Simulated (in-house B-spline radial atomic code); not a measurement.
Results of a calculation; reference values are marked as such.
**Weak and strong correlation along the adiabatic connection**

Two-electron singlets in several external potentials (atomic units), by full CI in B-splines with partial waves to l = 8 (correlation energies up to 0.6 % small). The repulsion is scaled by λ at fixed density; W(λ) is the mean repulsion less the Hartree energy, W(0) = E_x, and the area under W from 0 to 1 is E_xc.

Relative drop (W(λ) − E_x)/E_x:

```
                            system  λ = 0.12  λ = 0.25  λ = 0.4  λ = 0.6  λ = 0.8   λ = 1
 ω²r²/2 − Z/r, ω = 0.0426, Z = 0.7    0.0434    0.0816   0.1171   0.1538   0.1820  0.2042
−V exp(−r²/w²), V = 18.2, w = 2.37    0.0100    0.0202   0.0315   0.0454   0.0583  0.0703
−Z exp(−kr)/r, Z = 3.44, k = 0.679    0.0061    0.0125   0.0197   0.0288   0.0376  0.0459
   empty sphere, radius 0.328 bohr    0.0024    0.0050   0.0080   0.0119   0.0157  0.0195
 −V exp(−r²/w²), V = 2.34, w = 2.7    0.0195    0.0386   0.0584   0.0815   0.1016  0.1191
−V exp(−r²/w²), V = 1.02, w = 3.43    0.0284    0.0550   0.0812   0.1103   0.1342  0.1541
−V exp(−r²/w²), V = 2.45, w = 4.93    0.0249    0.0487   0.0726   0.0996   0.1223  0.1415
```

Order the systems by how far second-order (GL2) theory, half the initial slope (estimated from the first points of each curve), overshoots the correlation energy, least first.
A. −V exp(−r²/w²), V = 1.02, w = 3.43
B. ω²r²/2 − Z/r, ω = 0.0426, Z = 0.7
C. −Z exp(−kr)/r, Z = 3.44, k = 0.679
D. −V exp(−r²/w²), V = 2.45, w = 4.93
E. −V exp(−r²/w²), V = 18.2, w = 2.37
F. −V exp(−r²/w²), V = 2.34, w = 2.7
G. empty sphere, radius 0.328 bohr

G (GL2/E_c = 1.03), C (GL2/E_c = 1.08), E (GL2/E_c = 1.14), F (GL2/E_c = 1.28), D (GL2/E_c = 1.36), A (GL2/E_c = 1.41), B (GL2/E_c = 1.59).

What else changes along this order?

The ratio follows the bend of the curve. With it the leading natural occupation goes from 1.999 to 1.861 and −T_c/E_c from 0.97 to 0.63 between the first and the last.
